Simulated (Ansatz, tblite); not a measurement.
Removing and adding an electron: AlGe₂₃H₃₂. The state is a doublet with charge 0. Geometry: PBE-D4/def2-SVP. Ansatz, gas phase; energy differences of separate SCF runs; the oxidised species was run as a singlet alone; the reduced species was run as a singlet alone.

Cartesian coordinates in Å:
```
Ge 3.168 2.911 1.029
Ge -1.059 3.113 2.775
Ge -3.365 0.879 -3.426
Ge -4.025 1.944 0.347
Ge -0.234 1.899 -0.932
Ge 1.578 -1.713 -2.122
Ge 0.831 -0.279 1.707
Ge -2.347 -1.625 -0.538
Ge 4.593 -0.807 0.383
Ge 2.363 -4.051 0.988
Ge -2.824 -0.418 3.299
Ge 1.871 3.146 -1.032
Ge -1.093 1.784 -3.273
Ge 3.860 -0.838 -1.955
Ge -1.860 3.085 0.465
Ge 3.126 0.580 1.773
Ge -0.675 0.765 3.337
Ge -4.843 2.154 -1.951
Ge -3.401 -1.470 -2.746
Ge -3.774 -0.398 1.037
Al -0.084 -0.623 -0.648
Ge 1.727 -4.046 -1.376
Ge 0.783 -2.706 2.288
Ge 4.588 -3.080 1.289
H 4.639 3.365 0.794
H 2.551 3.830 2.123
H -2.139 3.725 3.714
H 0.245 3.950 2.915
H -3.823 1.048 -4.911
H -5.004 2.666 1.328
H 1.191 -1.749 -3.636
H -2.388 -3.129 -0.113
H 6.034 -0.209 0.481
H 2.331 -5.496 1.581
H -3.793 0.290 4.294
H -2.620 -1.880 3.796
H 1.537 4.649 -1.274
H 2.707 2.637 -2.240
H -1.038 3.247 -3.819
H -0.085 0.931 -4.099
H 3.961 0.601 -2.539
H 4.859 -1.734 -2.747
H -1.981 4.540 -0.095
H 3.607 0.518 3.260
H -0.006 0.638 4.744
H -4.865 3.657 -2.361
H -6.294 1.602 -2.071
H -4.879 -1.963 -2.746
H -2.612 -2.316 -3.789
H -5.209 -1.015 1.106
H 0.351 -4.762 -1.519
H 2.782 -4.871 -2.173
H -0.682 -3.196 2.103
H 1.114 -2.771 3.817
H 5.649 -3.954 0.555
H 4.956 -3.050 2.802
```

The xTB rows come from tblite. B3LYP takes the VWN-RPA correlation. Single mean-field runs in def2-SVP are fitted with def2-universal-jkfit.

(1) Estimate orbital energies and vertical ionisation energies and electron affinities at: GFN1-xTB; GFN2-xTB; PBE-D4/def2-SVP; B3LYP-D4/def2-SVP; PBE0-D4/def2-SVP.

## Answers

(1) 
| level | −HOMO (eV) | vertical IE (eV) | −LUMO (eV) | vertical EA (eV) | HOMO–LUMO gap (eV) | IE − EA (eV) |
| --- | --- | --- | --- | --- | --- | --- |
| GFN1-xTB | – | 12.29 | – | 9.80 | – | 2.49 |
| GFN2-xTB | – | 10.84 | – | 7.94 | – | 2.90 |
| PBE-D4/def2-SVP | 5.35 | 6.89 | 4.95 | 3.50 | 0.39 | 3.39 |
| B3LYP-D4/def2-SVP | 6.07 | 7.21 | 4.64 | 3.70 | 1.43 | 3.52 |
| PBE0-D4/def2-SVP | 6.29 | 7.26 | 4.52 | 3.68 | 1.77 | 3.58 |

   HOMO and LUMO are the levels of the spin that leaves or enters (xTB has no such levels and no spin-polarisation term). Other spin states of the ions may lie lower, which would lower the ionisation energy or raise the affinity. Raw xTB energy differences between charge states are shifted by several eV; the methods need an empirical correction for them. Sets without diffuse functions give affinities that are too small.
